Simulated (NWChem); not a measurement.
Total energies of germanium monoxide (GeO)

```
Ge
O 1 1.6486
```
Charge 0, spin multiplicity 1.

Program: NWChem. All single points use one geometry, from PBE/def2-SVP, a minimum by its harmonic frequencies.

Basis set: def2-SVP (46 functions).

```
method   total energy (Ha)
-------  -----------------
RHF            -2149.88494
MP2            -2150.30178
B2PLYP         -2151.47909
PBE            -2151.52377
B3LYP          -2151.95133
TPSS           -2151.89236
CCSD(T)        -2150.30723
```

Total energies of different functionals aren't comparable as a measure of quality: only differences taken within one method are. 

The Hamiltonian is non-relativistic. The correlated methods keep 10 core orbitals frozen. B3LYP has NWChem's definition, with VWN1-RPA local correlation. Coupled-cluster values serve here as a point of comparison, not as the truth.
